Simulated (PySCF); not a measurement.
ZnBr, SMILES [Br][Zn] (connectivity only; charge and spin as stated), neutral, multiplicity 2.

Coordinates come from a PBE0-D3(BJ)/def2-TZVP optimisation. The spin state was assumed, not searched.

Method: IEF-PCM-ωB97X/def2-TZVPD in PySCF.

The values are the electrostatic part of the solvation free energy, E(continuum) − E(gas) at the gas-phase geometry, in a cavity of scaled van der Waals radii (PySCF's table); cavitation and dispersion terms are not included. A continuum can't describe solvent molecules that bind to the metal. The dipole moment in vacuum is 2.76 D.

Q: Estimate the values in water (ε = 78.36), methanol (ε = 32.61), ethanol (ε = 24.85). (Estimate from the structure and the level; the computed values follow.)

A: 
```csv
solvent,ε,ΔG(elec) (kcal/mol),dipole (D)
water,78.36,-14.2,5.07
methanol,32.61,-13.8,5.00
ethanol,24.85,-13.5,4.96
```
